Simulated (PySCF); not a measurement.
Vertical excitations of a molecule C3H7NSi from TDA-M06-2X/def2-SVPD in PySCF, as energy in eV (oscillator strength): 4.22 (0.000), 5.57 (0.000), 6.29 (0.006), 6.40 (0.001), 6.49 (0.004), 6.49 (0.340), 6.81 (0.000), 6.84 (0.002), 7.28 (0.154), 7.41 (0.161). Lowest triplet (TDA): 3.97 eV. Coordinates come from a B3LYP-D3(BJ)/def2-SVP optimisation. One conformer was computed; it need not be the lowest.

Question: Pick the molecule that these values belong to.
A) C#CCN[SiH3]
B) C=C/C=N/[SiH3]
C) NC=C=C[SiH3]
D) C=C=CN[SiH3]

Answer: D, C=C=CN[SiH3]
